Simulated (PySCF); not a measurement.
Al(Cl)(Me)(SiH3) (CH6AlClSi), SMILES [CH3][Al]([SiH3])[Cl]. Atoms are numbered in the order given.

```xyz
10

Al    -0.0315    -0.2163     0.3736
Cl     1.8237    -0.6080    -0.5745
C     -0.3900    -1.0651     2.0870
H      0.3925    -1.7842     2.3731
H     -1.3590    -1.5920     2.0717
H     -0.4607    -0.3033     2.8828
Si    -1.5211     1.3062    -0.8304
H     -2.8087     1.5319    -0.0979
H     -1.8547     0.7602    -2.1855
H     -0.8679     2.6400    -1.0304
```
Charge 0, spin multiplicity 1.

Geometry optimised at PBE0-D3(BJ)/def2-SVP. The structure was generated by enumeration; whether it is a known compound was not checked.

These are PBE/pcSseg-1 (PySCF) values and carry that method's errors.

GIAO shieldings, no solvent; atoms alike by connectivity are averaged. δ = σ(ref) − σ: ³⁵Cl against HCl (σ = 936.5 ppm); ¹³C against TMS (σ = 182.0 ppm); ¹H against TMS (σ = 31.49 ppm); ²⁹Si against TMS (σ = 335.4 ppm), references at their B3LYP-D3(BJ)/def2-TZVP geometries, non-relativistic (without spin–orbit terms, shifts of atoms bonded to Cl or Br come out too high).

```tsv
atoms	nucleus	count	δ (ppm)
Cl2	³⁵Cl	1	164.5
C3	¹³C	1	(withheld)
H8, H9, H10	¹H	3	(withheld)
H4, H5, H6	¹H	3	0.39
Si7	²⁹Si	1	-137.5
```

**Question.** What belongs in the gaps? (An estimate is asked for; the answer gives what the named calculation found.)

**Answer.** 
- C3, δ (ppm): 3.2
- H8, H9, H10, δ (ppm): 3.43
